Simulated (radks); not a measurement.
Species: W. Configuration: [Xe] 4f14 5d4 6s2. Calculated with a radial shooting solver on a logarithmic mesh with Libxc functionals: scalar-relativistic Kohn-Sham, BLYP, spin-polarised, spherical densities, finite nucleus; open shells are filled with parallel spins first (spin-orbit coupling, left out, can overturn this in heavy ions); Fermi nuclear charge, rms radius 5.3658 fm.

Unscreened Slater integrals over Kohn-Sham orbitals (eV). They are taken over the spin-up orbitals.

F0(5d,5d): 12.196
F2(5d,5d): 6.0965
F4(5d,5d): 3.9469
F0(5d,6s): 9.1348
G2(5d,6s): 2.7321
F0(5d,4f): 16.206
F2(5d,4f): 3.4443
F4(5d,4f): 1.5788
G1(5d,4f): 1.3180
G3(5d,4f): 1.1265
G5(5d,4f): 0.87204
F0(5d,5p): 14.668
F2(5d,5p): 6.7408
G1(5d,5p): 7.7792
G3(5d,5p): 4.7571
F0(6s,6s): 7.8764
F0(6s,4f): 10.416
G3(6s,4f): 0.28785
F0(6s,5p): 9.9041
G1(6s,5p): 0.72169
F0(4f,4f): 41.234
F2(4f,4f): 19.869
F4(4f,4f): 12.522
F6(4f,4f): 9.0253
F0(4f,5p): 23.945
F2(4f,5p): 7.6245
G2(4f,5p): 3.4036
G4(4f,5p): 2.7305
F0(5p,5p): 19.549
F2(5p,5p): 10.512

Derived for the open shells (J is the average intra-shell exchange parameter used in DFT+U). 5d: Racah B = F2/49 - 5 F4/441 = 0.07967 eV, C = 35 F4/441 = 0.3132 eV, C/B = 3.93, F4/F2 = 0.647, J = (F2 + F4)/14 = 0.7174 eV.
